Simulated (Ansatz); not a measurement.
Ideal-gas functions of `Cl[SiH]1[SiH2][GeH2]1` at 800 K and 1 bar, from an Ansatz frequency run at PBE0-D4/def2-TZVP.

Molar mass 169.28 g/mol, point group C1 (symmetry number 1), electronic degeneracy 1, moments of inertia 155.536, 428.715, 529.99 u Å². Harmonic wavenumbers (cm⁻¹, unscaled): 70, 105, 249, 271, 297, 330, 415, 425, 532, 581, 591, 609, 659, 746, 818, 887, 2150, 2173, 2217, 2228, 2246.

Use S(trans) = R[1.5 ln M + 2.5 ln T − 1.1517]; rotational temperatures θ = 24.2544 K / I; S(rot) = R[ln(√π/σ · √(T³/θAθBθC)) + 1.5]; for each mode x = 1.438777 ν̃/T, S = R[x/(eˣ − 1) − ln(1 − e⁻ˣ)] and H = RT x/(eˣ − 1); 1 cm⁻¹ = 0.0119627 kJ/mol; R = 8.31446 J/(mol·K).

Task: By hand: the entropy, in J/(mol·K).

Result: Translation 193.4. Rotation: θ = 0.1559, 0.0566, 0.0458 K, giving 133.1. Vibration, mode by mode: 25.55, 22.19, 15.06, 14.37, 13.63, 12.77, 10.94, 10.75, 8.99, 8.32, 8.19, 7.96, 7.37, 6.47, 5.82, 5.26, 0.86, 0.83, 0.78, 0.77, 0.75, in all 187.6. Electronic 0.0. Sum 514.1 J/(mol·K).

Task: By hand: H − E and G − E in kJ/mol, counted from the electronic energy.

Result: Zero-point energy ½ × 18599 × 0.0119627 = 111.2; thermal vibration 71.5; translation, rotation and pV give 4 RT = 26.6. H − E = 209.3 kJ/mol, and G − E = 209.3 − 800 × 514.1/1000 = -202.0 kJ/mol.

Vibration gives 36 % of the entropy, 47.7 J/(mol·K) of it from the modes under 150 cm⁻¹: soft modes count most, and the harmonic formula is weakest for them. The sum counts one conformer and one mirror image; others add a mixing term.
